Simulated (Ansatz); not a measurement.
Consider the hydrogenolysis of the Si–C bond: `FC[SiH]([SiH3])Cl` + H₂ → `[SiH3][SiH2]Cl` + fluoromethane.

Program: Ansatz. Geometries: PBE0-D4/def2-TZVP. ΔE: electronic, gas phase. CCSD(T)/CBS adds triple-zeta CCSD(T) − MP2 to the extrapolated MP2 energy (def2 sets, frozen cores). This one scheme is used for every species. DFT in def2-TZVPP. B3LYP here is the variant with VWN-RPA as its local correlation; programs differ in this. One conformer a species, not always the lowest.

(1) Is it downhill or uphill in electronic energy at CCSD(T)/CBS, and by how much? (Best estimate.)

(2) What do these levels give: PBE0-D4, B3LYP-D4, B3LYP, CCSD/def2-TZVPP, HF/def2-QZVPP, MP2/CBS(def2)? (Best estimate.)

Largest T1 diagnostic among the species: 0.011.

Answers

(1) Ansatz gave: Downhill: ΔE = -35.9 kJ/mol.

(2) The calculation gave: PBE0-D4 -35.5, B3LYP-D4 -35.0, B3LYP -45.8, CCSD/def2-TZVPP -43.5, HF/def2-QZVPP -64.7, MP2/CBS(def2) -32.0 kJ/mol.

The D4 term adds +10.8 kJ/mol with B3LYP and +6.1 kJ/mol with PBE0; it sums over pairs of atoms, weighted by their polarisabilities, and B3LYP, whose exchange is more repulsive, gets the larger term. From PBE to PBE0 (25 % exact exchange), in def2-TZVPP and without D4, ΔE moves by −5.7 kJ/mol. In def2-TZVPP, CCSD(T) changes the Hartree–Fock value by +25.7 kJ/mol (the triples alone add +5.1 kJ/mol) and MP2 by +29.6 kJ/mol.
